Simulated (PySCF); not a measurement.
# Orbital picture of SrZn

CAM-B3LYP at R = 3.876 Å; PySCF, scalar-relativistic core potentials, basis sets Sr def2-SVP with ECP28, Zn def2-SVP. State: ¹Σ⁺ (singlet), closed shell. Only the outer orbitals are listed, counted within each symmetry, core potentials removing the inner ones.

| orbital | occ. | ε (eV) | on Sr (%) | main shells (%) |
| --- | --- | --- | --- | --- |
| 8σ | 2 | -14.10 | 0 | 100 Zn d |
| 1δ | 2 | -14.10 | 0 | 100 Zn d |
| 1δ | 2 | -14.10 | 0 | 100 Zn d |
| 4π | 2 | -14.09 | 0 | 100 Zn d |
| 4π | 2 | -14.09 | 0 | 100 Zn d |
| 9σ | 2 | -7.94 | 8 | 91 Zn s |
| 10σ | 2 | -4.63 | 94 | 94 Sr s |
| 11σ | 0 | -0.25 | 77 | 76 Sr p, 20 Zn p |
| 5π | 0 | -0.22 | 94 | 87 Sr p |
| 5π | 0 | -0.22 | 94 | 87 Sr p |

Which are the highest filled and the lowest empty level, where do they sit, and how wide is the gap?

Highest filled 10σ at -4.63 eV (in %: 94 Sr s); lowest empty 11σ at -0.25 eV (in %: 76 Sr p, 20 Zn p); the gap at CAM-B3LYP is 4.38 eV.

The bond order (Mayer) is 0.12, the ⟨S²⟩ is 0.000 and the charge on Sr (Mulliken, basis-dependent) is -0.05. The charge on Sr (Löwdin, basis-dependent) is -0.20. The dipole moment (positive dipole means Sr(−)Zn(+)) is 0.42 D. The polarisability along the bond is 313.7 bohr³ and the polarisability across the bond is 192.1 bohr³.

Closed-shell solutions of metal pairs were not tested for spin polarisation, which can lower them a little.
